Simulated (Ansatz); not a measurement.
`c1ccc(-c2ccc(-c3ccc(-c4cccnc4)nc3)nc2)nc1`. Charge 0, multiplicity 1. Geometry PBE-D4/def2-SVP.

Cartesian coordinates in Å:
```
C -0.2736 -2.3481 7.2917
C -0.7490 -3.1961 6.2813
C -0.6974 -2.7646 4.9514
C -0.1685 -1.4852 4.6615
C -0.0789 -0.9541 3.2783
C 0.4575 0.3302 3.0448
C 0.5389 0.8227 1.7439
C 0.0801 0.0259 0.6684
C 0.1324 0.4779 -0.7409
C 0.6363 1.7320 -1.1438
C 0.6470 2.0763 -2.4960
C 0.1508 1.1588 -3.4503
C 0.1273 1.4484 -4.9062
C -0.3826 0.4870 -5.8058
C -0.3996 0.7707 -7.1737
C 0.0947 2.0121 -7.6089
N 0.5848 2.9428 -6.7744
C 0.5958 2.6603 -5.4655
N -0.3336 -0.0456 -3.0694
C -0.3405 -0.3664 -1.7765
N -0.4342 -1.2058 0.8883
C -0.5080 -1.6682 2.1355
N 0.2874 -0.6732 5.6421
C 0.2331 -1.0949 6.9090
H -0.2939 -2.6461 8.3503
H -1.1580 -4.1884 6.5255
H -1.0657 -3.4187 4.1491
H 0.8009 0.9131 3.9115
H 0.9580 1.8234 1.5685
H 1.0240 2.4497 -0.4062
H 1.0404 3.0547 -2.8034
H -0.7529 -0.4627 -5.3933
H -0.7909 0.0411 -7.8988
H 0.0952 2.2676 -8.6840
H 1.0065 3.4533 -4.8156
H -0.7414 -1.3552 -1.4984
H -0.9391 -2.6799 2.2367
H 0.6166 -0.3948 7.6734
```

Single mean-field runs in def2-SVP, def2-TZVP are fitted with def2-universal-jkfit.

Task: Estimate the orbital energies around the gap (eV) in Ansatz with PBE-D4/def2-SVP, PBE-D4/def2-TZVP, r2SCAN-D4/def2-TZVP, PBE0-D4/def2-SVP, PBE0-D4/def2-TZVP.

Result: 
| orbital | PBE-D4/def2-SVP | PBE-D4/def2-TZVP | r2SCAN-D4/def2-TZVP | PBE0-D4/def2-SVP | PBE0-D4/def2-TZVP |
| --- | --- | --- | --- | --- | --- |
| HOMO−5 | -6.37 | -6.41 | -6.66 | -7.82 | -7.91 |
| HOMO−4 | -6.16 | -6.32 | -6.56 | -7.69 | -7.76 |
| HOMO−3 | -6.06 | -6.21 | -6.52 | -7.31 | -7.43 |
| HOMO−2 | -5.65 | -5.86 | -6.20 | -7.29 | -7.31 |
| HOMO−1 | -5.61 | -5.78 | -6.09 | -7.22 | -7.30 |
| HOMO | -5.60 | -5.64 | -5.75 | -6.42 | -6.40 |
| LUMO | -2.95 | -3.03 | -2.94 | -2.26 | -2.31 |
| LUMO+1 | -2.12 | -2.28 | -2.15 | -1.27 | -1.40 |
| LUMO+2 | -2.01 | -2.12 | -1.96 | -1.14 | -1.23 |
| LUMO+3 | -1.83 | -1.98 | -1.82 | -0.92 | -1.05 |
| LUMO+4 | -1.53 | -1.65 | -1.48 | -0.59 | -0.68 |
| LUMO+5 | -1.32 | -1.42 | -1.25 | -0.35 | -0.41 |
